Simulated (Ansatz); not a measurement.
# Energy profile

The step: SiH₃OF ([OH][SiH2][F]) + H₂ → SiH₄O ([OH][SiH3]) + HF; bonds formed: Si1–H7, F2–H6; bonds broken: Si1–F2, H6–H7 (atoms numbered as in the saddle structure below).

Si1  (-0.312, 0.340, -0.194)
F2  (0.182, -1.291, 0.825)
H3  (-0.388, 1.178, -1.420)
H4  (-1.691, 0.150, 0.295)
O5  (0.802, 1.175, 0.656)
H6  (0.207, -1.367, -0.384)
H7  (0.096, -0.935, -1.239)
H8  (1.105, 0.750, 1.461)
(Å)

Electronic energies by CCSD(T) at an estimated basis limit (MP2 extrapolated from triple and quadruple zeta, plus CCSD(T) − MP2 in triple zeta), on PBE0-D4/def2-TZVP structures; SiH$_{5}$OF, closed shell; no counterpoise correction. Computed with Ansatz 0.2.0 (basis: def2-TZVPP and def2-QZVPP); correlated methods freeze the cores. Extrapolation: Hartree–Fock as exp(−7.88 √X), correlation as X^−2.97.

Q: Give the profile in kJ/mol, counted from the separated reactants. (Judge from chemistry; the value comes from the calculation.)

A: Computed:
```tsv
point	kJ/mol
separated: SiH$_{3}$OF (linked as [OH][SiH2][F]; Si1, F2, H3, H4, O5, H8; singlet) + H$_{2}$ (H6, H7; singlet)	0.0
start structure	-1.6
saddle	252.4
end structure	122.9
separated: SiH$_{4}$O (linked as [OH][SiH3]; Si1, H3, H4, O5, H7, H8; singlet) + HF (F2, H6; singlet)	136.1
```

The T1 diagnostic stays at or below 0.013.

For scale, one of the runs: CCSD(T)/def2-TZVPP, 174 basis functions (an equivalent command: `ansatz run in.yaml --threads 2`). Hardware: 2 CPU threads, shared host. Wall time 22 s; peak host memory 1.6 GiB.
